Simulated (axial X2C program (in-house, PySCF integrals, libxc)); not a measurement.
**Spin–orbit effects down a group: molecules with N (ions), PBE0**

All values come from calculations with an axial X2C code built on PySCF integrals, spin-free (one-electron X2C) or two-component (2c: spin–orbit coupling with atomic mean-field Coulomb and Gaunt terms, which also bring small scalar terms), in Dyall basis sets with cores contracted in-house; open shells are unrestricted.

Basis sets: Cs dyall-acv3z, K dyall-acv3z, Li dyall-av3z, N dyall-av3z, Rb dyall-acv3z.

```tsv
molecule	spin-free state	Re (Å)	ωe (cm⁻¹)	De (eV)	2c state	Re 2c (Å)	ωe 2c (cm⁻¹)	De 2c (eV)
LiN⁻	M_S = 3/2, Λ = 0	1.915	589.2	1.80	Ω = 3/2	1.915	589.1	1.80
KN⁻	?	?	?	?	?	?	?	?
RbN⁻	M_S = 3/2, Λ = 0	2.755	231.3	1.05	Ω = 3/2	2.755	231.3	1.05
CsN⁻	M_S = 3/2, Λ = 0	2.815	230.6	1.13	Ω = 3/2	2.813	230.9	1.13
```

Question: Estimate the 2c Re and ωe of KN⁻ as the mean of its neighbours in the table.

Answer: Re ≈ 2.335 Å, ωe ≈ 410.2 cm⁻¹. The PBE0 runs give the row below, so the estimate misses by -0.302 Å and 147.3 cm⁻¹.

```tsv
molecule	spin-free state	Re (Å)	ωe (cm⁻¹)	De (eV)	2c state	Re 2c (Å)	ωe 2c (cm⁻¹)	De 2c (eV)
KN⁻	M_S = 3/2, Λ = 0	2.637	263.0	1.11	Ω = 3/2	2.637	262.9	1.10
```

Fragments in 2c: N + Li-, K- + N, Rb- + N, Cs- + N. Each entry is the lowest single determinant of a limited PBE0 search at one distance. De goes to single-determinant-based atoms at the same level (for ions the charge split of lowest energy) and is withheld (n/a) where an atom does not fit its ground term or J level. Main or longest-lived isotopes. One determinant is a doubtful description, or other states lie close, for LiN⁻, KN⁻, RbN⁻, CsN⁻; these need not be ground states, and all values refer to the states named. With several unpaired electrons the Ω given is that of one determinant, not necessarily of the lowest component.
